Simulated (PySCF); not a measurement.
Match the calculated data to a structure.

All candidates are C3H10N2Si.

| technique | computed result |
| --- | --- |
| Polarisability | 77.0 au [B3LYP/def2-SVPD] |
| Rotational structure | rotational constants A, B, C: 5.337, 2.203, 1.914 GHz [GFN2-xTB] |
| NMR, other nuclei | isotropic shieldings of nuclei other than C and H, by class: 151 (1 N), 177 (1 N), 402 (1 Si) ppm [GIAO PBE0/pcSseg-1] |
| 13C NMR | chemical shifts (computed TMS as zero) by class: 52.4 (1 C), 51.3 (1 C), 31.5 (1 C) ppm [GIAO PBE0/pcSseg-1] |
| UV, strongest line | among the 8 lowest singlet transitions: S3 at 6.14 eV (202 nm, f = 0.055) [TDDFT B3LYP/def2-SVPD] |
| Dipole | 1.98 D [B3LYP/def2-SVPD] |

Gas-phase values; electronic properties from PySCF, density fitting. Levels stand in brackets. Geometry: GFN2-xTB, one conformer, isolated molecule. NMR values are class means; diastereotopic atoms form classes of their own.

Question: Which candidate is it?
A. `N[C@H]1CN[SiH2]C1`
B. `[SiH3]N1CCCN1`
C. `C=NNCC[SiH3]`
D. `C=N[SiH2]CNC`

Answer: B. It is `[SiH3]N1CCCN1`. Numbering: `[SiH3:1][N:2]1[CH2:3][CH2:4][CH2:5][NH:6]1`. Its formula, C3H10N2Si, gives 1 degree of unsaturation: 1 ring and 0 π bonds in the structure found. 3 carbons fall into 3 classes; from least to most shielded: ring sp3 carbon bound to nitrogen [C3] (52.4 ppm), ring sp3 carbon bound to nitrogen [C5] (51.3 ppm), ring CH2 carbon [C4] (31.5 ppm). The other shieldings belong to: 151 ppm, hydrazine nitrogen [N6]; 177 ppm, hydrazine nitrogen [N2]; 402 ppm, SiH3 silicon [Si1]. The optimised geometry has point group C1 and is an asymmetric top.

The others, at the same levels:
- `C=NNCC[SiH3]` fails: its computed 13C shifts are 117.5 (1 C), 52.5 (1 C), 14.2 (1 C) ppm, strongest line among the 8 lowest singlet transitions is S2 at 5.67 eV (219 nm, f = 0.193) (against S3 at 6.14 eV) and static isotropic polarisability is 87.3 au (against 77.0 au).
- `N[C@H]1CN[SiH2]C1` fails: its computed 13C shifts are 57.0 (1 C), 56.5 (1 C), 25.8 (1 C) ppm, smallest rotational constant is 1.710 GHz (against 1.914 GHz) and dipole moment is 0.86 D (against 1.98 D).
- `C=N[SiH2]CNC` fails: its computed 13C shifts are 173.4 (1 C), 44.2 (1 C), 42.2 (1 C) ppm, strongest line among the 8 lowest singlet transitions is S6 at 6.50 eV (191 nm, f = 0.060) (against S3 at 6.14 eV) and static isotropic polarisability is 83.2 au (against 77.0 au).

Each candidate is one conformer, not necessarily the lowest. Dipoles, sizes and rotational constants follow the conformer. The torsions of the flexible species, by atom-mapped SMILES:
- `[CH2:1]=[N:2][NH:3][CH2:4][CH2:5][SiH3:6]`: C1–N2–N3–C4 -160°, N2–N3–C4–C5 86°, N3–C4–C5–Si6 -179°
- `[CH2:1]=[N:2][SiH2:3][CH2:4][NH:5][CH3:6]`: C1–N2–Si3–C4 -118°, N2–Si3–C4–N5 67°, Si3–C4–N5–C6 178°

The conformers of `[SiH3]N1CCCN1` and `N[C@H]1CN[SiH2]C1` aren't listed.
